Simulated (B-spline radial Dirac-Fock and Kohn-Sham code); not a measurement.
# Relativistic shifts of the levels of Nd⁷⁺

System: neodymium as Nd⁷⁺, configuration 1s2 2s2 2p6 3s2 3p6 3d10 4s2 4p6 4d10 4f2 5s2 5p3.

Both columns are ΔSCF binding energies of the configuration average from a radial B-spline solver: non-relativistic Hartree-Fock with a point nucleus, and Dirac-Fock with a finite nucleus and the Coulomb interaction alone, averaged over the two j levels with weights 2j+1.

```csv
shell,Hartree-Fock (eV),Dirac-Fock (eV),shift (eV),shift (%)
1s,41599.4,43857.0,+2257.53,+5.43
2s,6695.4,7267.5,+572.15,+8.55
2p,6333.7,6510.7,+177.02,+2.79
3s,1569.8,1699.9,+130.01,+8.28
3p,1411.0,1454.5,+43.44,+3.08
3d,1118.3,1104.7,-13.57,-1.21
4s,409.8,439.6,+29.81,+7.27
4d,235.2,231.6,-3.67,-1.56
4f,111.9,107.4,-4.44,-3.97
5s,128.5,134.6,+6.09,+4.74
5p,109.8,111.3,+1.51,+1.38
```

Relativity binds 1s, 2s, 2p, 3s, 3p, 4s, 5s, 5p more strongly, among those listed most of all 2s in relative terms, and 3d, 4d, 4f more weakly, because the contracted s and p shells screen the nucleus better.

Values without a named source are computed, but for edge energies of neutral atoms, which are taken from tables.
